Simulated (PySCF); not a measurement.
NMR data simulated for an unnamed compound:

1H NMR (400 MHz, computed): δ 6.68 (d, 2H), 5.05 (m, 2H), 3.95 (m, 1H).

13C{1H} NMR (computed): δ 151.0 (CH), 129.0 (C), 121.4 (C), 103.2 (CH), 42.2 (CH).

[PySCF 2.14.0 with density-fitted response routines: coordinates at the GFN2-xTB level; NMR shieldings at PBE0/pcSseg-1/GIAO; no solvent; equivalent nuclei averaged; a single conformation; non-relativistic]

Referencing at the same level of theory: 1H (σref 31.72) and 13C (σref 186.93) vs TMS.

Which of these does the molecule contain: a (CH3)2CH unit, a non-aromatic C=C double bond, a carboxylic acid, an S-methyl group, a CF3 group?

## Answers


- A (CH3)2CH unit: no.
- A non-aromatic C=C double bond: yes.
- A carboxylic acid: no.
- An S-methyl group: no.
- A CF3 group: yes (δC 129.0).

The data belong to SMILES FC(F)(F)C(F)(F)C1C=COC=C1, C$_{7}$H$_{5}$F$_{5}$O; they needn't prove each group on their own.

Carbon signals by region: 4 in the sp2 and nitrile region (100–160 ppm), 1 below 50 ppm.

Splittings by 19F in the carbon and heteronuclear signals aren't shown, as no couplings were computed. Shifts are as computed. Against solution values, carbons near 30 ppm lie about +3 ppm off and those near 130 ppm about +5 ppm. Of 1211 compounds with measured shifts, 218 miss one by over three times the rms of a fit or turn the order of signals round; such compounds aren't used in these exercises. No couplings were computed; multiplicities are counted from neighbouring protons, with m where these are inequivalent, close in shift, in a saturated or five-membered ring or joined by F or P, and br s for small geminal =CH2 splittings.
